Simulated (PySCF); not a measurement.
Dipole moment and polarisability of `C#CCB(O)O`

Species: C3H5BO2.
Geometry (PBE0-D3(BJ)/def2-SVP, Å), atoms numbered from 1 in this order:
```xyz
11
C3H5BO2 angstrom
C      2.3963   -0.0389    0.5353
C      1.4035   -0.1973   -0.1443
C      0.1522   -0.3501   -0.8617
B     -1.0968    0.1324    0.0062
O     -0.9693    0.5268    1.2977
O     -2.3179    0.1343   -0.5838
H      3.3011    0.0897    1.0999
H     -0.0087   -1.4063   -1.1410
H      0.1675    0.2118   -1.8110
H     -0.0461    0.4916    1.5838
H     -3.0035    0.4319    0.0247
```

Level: CAM-B3LYP/def2-SVPD (PySCF), static field, nuclei fixed, core orbitals frozen in the response. The polarisability tensor in these axes (au):

```
x   70.29  0.01  8.97
y    0.01 42.14  3.58
z    8.97  3.58 53.58
```

Q: Diagonalise the tensor; give its mean and Δα, where Δα² is half the sum of the squared differences of the eigenvalues.

A: Principal values 40.86, 50.89 and 74.26 au; mean 55.34 au = 8.20 Å³ = 9.12 × 10⁻⁴⁰ C²·m²/J; Δα = 29.68 au (54 % of the mean).

Q: What is the dipole moment, and where does it point?

A: (0.37, 0.05, 0.47) D, 0.60 D in size, pointing from the negative to the positive side. Measured along this direction, the outermost atoms are O6 and H11 at the negative end and H7 at the positive end.

Q: Orientational against electronic polarisability at 250 K (dilute gas, rigid molecules)?

A: In Gaussian units μ²/3kT = 3.48 Å³ against 8.20 Å³, a ratio of 0.42; the Debye molar polarisation (4π/3)N_A(α + μ²/3kT) is 29.5 cm³/mol, leaving out the vibrational part.

Q: In TDDFT the mean static polarisability is Σ f/ω² over all singlet excitations (ω in hartree). How much of it do the 10 lowest give? Their energies (eV) and oscillator strengths: 6.55, 0.0001; 6.81, 0.0030; 6.82, 0.0020; 7.17, 0.0176; 7.28, 0.0199; 8.26, 0.0567; 8.30, 0.0124; 8.31, 0.0074; 8.44, 0.0136; 8.57, 0.0871.

A: They add up to 2.46 au, 4.4 % of the 55.34 au; the largest single term is 0.88 au, from the state at 8.57 eV. Terms in order: 0.00, 0.05, 0.03, 0.25, 0.28, 0.62, 0.13, 0.08, 0.14, 0.88 au. Higher excitations give the rest. The strengths listed sum to 0.220.

Q: What are the principal values of the traceless quadrupole moment, Θ = ½Σq(3rr − r²1), about the centre of nuclear charge?

A: -2.75, -2.03, 4.79 D·Å. The values depend on the origin, since the dipole doesn't vanish. The electronic extent ⟨r²⟩ about the same centre is 641 bohr², a root-mean-square distance of 2.02 Å for the 44 electrons.

Q: Find the Langevin capture rate constant for NO+ (29.998 u) meeting this molecule (84.038 u), k = 2.342 × 10⁻⁹ cm³/s × √(α in Å³ / reduced mass in u).

A: The reduced mass is 22.11 u, so k = 1.43 × 10⁻⁹ cm³/s. The formula leaves out the permanent dipole, which adds to the capture rate.

Q: Give the principal axes and the span of the nuclei along them.

A: Largest value along (0.91, 0.05, 0.40), where the nuclei span 6.18 Å; middle along (-0.39, 0.35, 0.85), 3.20 Å; least along (0.10, 0.94, -0.34), 1.76 Å. The response follows the extents in order.

One conformer (not necessarily the lowest) at the PBE0-D3(BJ)/def2-SVP geometry, without solvent, vibrations or thermal averaging.
